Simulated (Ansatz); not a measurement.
Ansatz (an electronic-structure program) input file for GeF3Br, SMILES [F][Ge]([F])([F])[Br], PBE/def2-SVPD. Coordinates come from a B3LYP-D3(BJ)/def2-SVP optimisation.

Ansatz 0.2 input:
```yaml
crystal:
  periodic: [false, false, false]
  atoms:
    - {symbol: F, position_ang: [-1.37894246, -0.79613280, 1.29545249]}
    - {symbol: Ge, position_ang: [0.00000000, -0.00000000, 0.65843307]}
    - {symbol: F, position_ang: [1.37894247, -0.79613280, 1.29545247]}
    - {symbol: F, position_ang: [-0.00000000, 1.59226561, 1.29545248]}
    - {symbol: Br, position_ang: [-0.00000000, 0.00000000, -1.60134501]}
basis:
  gaussian:
    orbitals: def2-SVPD
hamiltonian:
  xc: {name: PBE}
```

It prints:

```
WARN ansatz: RAYON_NUM_THREADS=1 ignored (pool sized by the plan → 1); use --threads N
Functional definition: PBE
integrals: 0.10 GiB planned
1403 factors; their error is unknown
mean field: 0.56 GiB planned
mean field evaluation 1: about -134665.4416 eV, gradient 6.4e1 eV
mean field evaluation 2: about -134633.7019 eV, gradient 1.6e2 eV
mean field evaluation 4: about -134671.3511 eV, gradient 7.2e0 eV
mean field evaluation 8: about -134671.4014 eV, gradient 9.0e-2 eV
mean field evaluation 16: about -134671.4015 eV, gradient 1.6e-5 eV
mean field -134671.40145404 eV, -4949.0827198814 hartree, gradient 1.6e-5 eV, S^2 0.000000; 0 other end points of the search recorded, 0 dependent functions left out
reference -134671.40150841 eV, -4949.0827218795 hartree; 47, 47 occupied and 101, 101 virtual orbitals, 1403 factors
Total energy: -134671.40150841 eV, -4949.0827218795 hartree
```

The run converged.

Cost: very roughly 4 core-seconds.
